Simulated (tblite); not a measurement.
Input of a run (GFN2-xTB geometry optimisation, gas phase (tblite 0.8.0)), started from a force field or distance geometry:
```
{"job": {"kind": "relax", "xc": "GFN2-xTB", "basis": "xTB"}, "charge": 0, "multiplicity": 1}
C     -1.816700    -0.276500    -2.023700
C     -1.899000    -0.224800    -0.705400
C     -3.024500    -0.955900    -0.054000
Si    -0.633400     0.693600     0.277600
P      1.415200     0.358700    -0.440900
Si     2.654900     2.036700     0.292400
Si     2.313400    -1.486300     0.381500
H     -1.039800     0.215800    -2.596200
H     -2.586300    -0.828700    -2.557400
H     -3.305300    -0.561300     0.940300
H     -2.867200    -2.066500    -0.043200
H     -3.923600    -0.817300    -0.713100
H     -0.928300     2.134400     0.098400
H     -0.764000     0.405700     1.738100
H      2.725600     1.898100     1.768600
H      3.985100     1.823700    -0.272400
H      2.046500     3.314100    -0.105100
H      2.382400    -1.466500     1.850200
H      1.563300    -2.653100    -0.092700
H      3.696700    -1.533100    -0.155800
```

Output (eV, eV/Å):
```
step      E/eV     max force
  0    -563.97711    1.481
  1    -564.07430    0.650
  2    -564.11779    0.474
  3    -564.13476    0.386
  4    -564.15857    0.372
  5    -564.16897    0.306
  6    -564.17754    0.240
  7    -564.18548    0.243
  8    -564.19330    0.227
  9    -564.19952    0.158
 10    -564.20355    0.124
 11    -564.20642    0.118
 12    -564.20959    0.172
 13    -564.21333    0.218
 14    -564.21730    0.215
 15    -564.22054    0.155
 16    -564.22283    0.114
 17    -564.22474    0.109
 18    -564.22656    0.123
 19    -564.22836    0.119
 20    -564.23038    0.122
 21    -564.23292    0.138
 22    -564.23629    0.184
 23    -564.24029    0.203
 24    -564.24373    0.130
 25    -564.24577    0.094
 26    -564.24721    0.090
 27    -564.24891    0.128
 28    -564.25108    0.140
 29    -564.25361    0.130
 30    -564.25597    0.121
 31    -564.25777    0.110
 32    -564.25915    0.121
 33    -564.26042    0.096
 34    -564.26161    0.091
 35    -564.26263    0.068
 36    -564.26341    0.091
 37    -564.26405    0.081
 38    -564.26465    0.057
 39    -564.26524    0.064
 40    -564.26584    0.058
 41    -564.26652    0.077
 42    -564.26734    0.072
 43    -564.26828    0.078
 44    -564.26920    0.080
 45    -564.27003    0.069
 46    -564.27088    0.071
 47    -564.27180    0.062
 48    -564.27265    0.070
 49    -564.27339    0.085
 50    -564.27417    0.087
 51    -564.27528    0.090
 52    -564.27670    0.100
 53    -564.27794    0.085
 54    -564.27914    0.072
 55    -564.28011    0.065
 56    -564.28080    0.066
 57    -564.28209    0.083
 58    -564.28335    0.076
 59    -564.28461    0.080
 60    -564.28565    0.093
 61    -564.28682    0.134
 62    -564.28828    0.108
 63    -564.29002    0.060
 64    -564.29060    0.046
 65    -564.29128    0.058
 66    -564.29200    0.058
 67    -564.29262    0.050
 68    -564.29307    0.046
 69    -564.29351    0.061
 70    -564.29415    0.072
 71    -564.29496    0.088
 72    -564.29595    0.063
 73    -564.29690    0.061
 74    -564.29777    0.056
 75    -564.29841    0.073
 76    -564.29904    0.082
 77    -564.29959    0.070
 78    -564.30038    0.053
 79    -564.30072    0.050
 80    -564.30111    0.056
 81    -564.30160    0.055
 82    -564.30219    0.057
 83    -564.30271    0.048
 84    -564.30313    0.040
 85    -564.30350    0.036
 86    -564.30389    0.038
 87    -564.30426    0.054
 88    -564.30458    0.053
 89    -564.30484    0.034
 90    -564.30509    0.041
 91    -564.30535    0.040
 92    -564.30562    0.034
 93    -564.30584    0.029
 94    -564.30596    0.030
 95    -564.30625    0.048
 96    -564.30663    0.071
 97    -564.30718    0.068
 98    -564.30772    0.054
 99    -564.30817    0.043
100    -564.30853    0.043
101    -564.30882    0.071
102    -564.30920    0.074
103    -564.30970    0.060
104    -564.31074    0.063
105    -564.31138    0.078
106    -564.31232    0.074
107    -564.31300    0.080
108    -564.31355    0.079
109    -564.31428    0.063
110    -564.31542    0.076
111    -564.31633    0.091
112    -564.31763    0.074
113    -564.31870    0.092
114    -564.32004    0.104
115    -564.32113    0.166
116    -564.32209    0.134
117    -564.32354    0.134
118    -564.32465    0.070
119    -564.32548    0.088
120    -564.32604    0.056
121    -564.32664    0.046
122    -564.32699    0.046
123    -564.32739    0.067
124    -564.32791    0.069
125    -564.32877    0.078
126    -564.32970    0.078
127    -564.33032    0.050
128    -564.33070    0.037
129    -564.33101    0.041
130    -564.33134    0.044
131    -564.33167    0.058
132    -564.33192    0.026
133    -564.33209    0.038
134    -564.33225    0.027
135    -564.33250    0.035
136    -564.33277    0.050
137    -564.33312    0.057
138    -564.33349    0.047
139    -564.33387    0.043
140    -564.33422    0.050
141    -564.33451    0.051
142    -564.33479    0.050
143    -564.33512    0.052
144    -564.33552    0.048
145    -564.33586    0.039
146    -564.33606    0.036
147    -564.33618    0.026
148    -564.33630    0.027
149    -564.33642    0.027
150    -564.33651    0.022
151    -564.33655    0.017
152    -564.33658    0.013
153    -564.33662    0.013
154    -564.33665    0.013
155    -564.33668    0.010
156    -564.33670    0.009
```

**Question.** Summarise the run.

**Answer.** The energy falls by 0.360 eV over 156 L-BFGS steps, the largest force on an atom goes from 1.48 to 0.009 eV/Å, and the atoms move by 0.697 Å rms after alignment. The bond that changes most is C2–Si4 (fully substituted alkene carbon to SiH2 silicon), which lengthens by 0.040 Å. Bonds longer at the end by more than 0.005 Å: 5 of 19; shorter: 9. Among the angles that change most is Si4–P5–Si7, from 112.6° to 102.1°. Among the dihedrals that turn most is C1–C2–C3–H11, from 75° to 124°. The energy never rose by more than 1e-5 eV on the way. The first step brought 27 % of the lowering.

**Question.** What are the final bond lengths?

**Answer.** C1=C2 1.326 Å, C2–C3 1.497 Å, C2–Si4 1.887 Å, Si4–P5 2.228 Å, P5–Si6 2.220 Å, P5–Si7 2.223 Å, C1–H8 1.080 Å, C1–H9 1.081 Å, C3–H10 1.089 Å, C3–H11 1.088 Å, C3–H12 1.088 Å, Si4–H13 1.468 Å, Si4–H14 1.473 Å, Si6–H15 1.466 Å, Si6–H16 1.461 Å, Si6–H17 1.461 Å, Si7–H18 1.467 Å, Si7–H19 1.461 Å, Si7–H20 1.462 Å. Numbering counts from 1 in the input's order; the species is `CC(=C)[SiH2]P([SiH3])[SiH3]`.

Hardware: one thread, Arm Neoverse N1 (aarch64), no GPU, on a shared host. Cost: 3.0 s of wall time.

Its GFN2-xTB frequencies are all real (lowest 34 cm⁻¹). The numbers are those of one conformer.

These are computed values.
